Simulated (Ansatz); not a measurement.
`C[CH](C)[In]([OH])[SH]` + `C=C(C)[SiH3]` → `C=C([SiH3])CC` + `C[CH2][In]([OH])[SH]`  (formal exchange of groups at a C–C bond)

Computed with Ansatz on PBE0-D4/def2-TZVP structures; ΔE is electronic, products minus reactants. CCSD(T)/CBS is the MP2 limit (def2-TZVPP, def2-QZVPP) plus CCSD(T) − MP2 in def2-TZVPP, frozen cores. Functionals use def2-TZVPP. B3LYP here is the variant with VWN-RPA as its local correlation; programs differ in this. def2 core potentials past Kr. For In outer-core shells are correlated without core-valence functions, which leaves a few kJ/mol of doubt a bond. One conformer a species, not always the lowest.

```json
{"level": "r2SCAN-D4", "ΔE (kJ/mol)": "-2.2"}
{"level": "B3LYP-D4", "ΔE (kJ/mol)": "-3.7"}
{"level": "PBE", "ΔE (kJ/mol)": "-2.4"}
{"level": "CCSD(T)/def2-TZVPP", "ΔE (kJ/mol)": "-3.5"}
```

**Question.** What does CCSD(T)/CBS give? (Best estimate.)

**Answer.** Computed: -2.1 kJ/mol. The listed levels differ from it by -0.1, -1.6, -0.3, -1.4 kJ/mol.

Largest T1 diagnostic among the species: 0.014.

In def2-TZVPP, CCSD(T) changes the Hartree–Fock value by +4.9 kJ/mol (the triples alone add +0.9 kJ/mol) and MP2 by +5.6 kJ/mol.
